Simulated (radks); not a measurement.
The numbers below are computed, except where a source is named.
Excited configurations of W IV: one electron is placed in a higher orbital outside [Xe] 4f14 5d2. The ground configuration is [Xe] 4f14 5d3. Level of theory: Dirac Kohn-Sham, LDA (Slater exchange, Perdew-Wang correlation), spin-unpolarised, spherical densities, point nucleus; open shells fill j = l - 1/2 first (a radial shooting solver on a logarithmic mesh with Libxc functionals). Excitation = E - E(ground); binding = E(ion) - E, where the ion is the core of charge +4; n* = 4/sqrt(2 binding) in atomic units, and the quantum defect is n - n*.

outer orbital,excitation (eV),binding (eV),n*,<r> (bohr)
5f5/2,23.162,14.780,3.838,3.909
6s1/2,3.727,34.216,2.522,2.549
6p1/2,10.511,27.432,2.817,2.917
6d3/2,20.805,17.137,3.564,4.193
6f5/2,28.264,9.678,4.743,7.041
7s1/2,20.715,17.227,3.555,4.881
7p1/2,23.199,14.743,3.843,5.481
7d3/2,27.446,10.496,4.554,7.265
7f5/2,31.216,6.726,5.689,10.88

The Delta-SCF ionisation energy is 37.943 eV (NIST Atomic Spectra Database: 38.2 eV, semi-empirical). Self-interaction in the functional shifts the binding energies and quantum defects, so they are the method's values and not measured ones. Spin polarisation and multiplet splitting are left out, so open shells lie too high by an amount that depends on their filling.

Beside tabulated values, note that spin-unpolarised runs miss the spin-polarisation part of the exchange energy of open shells.
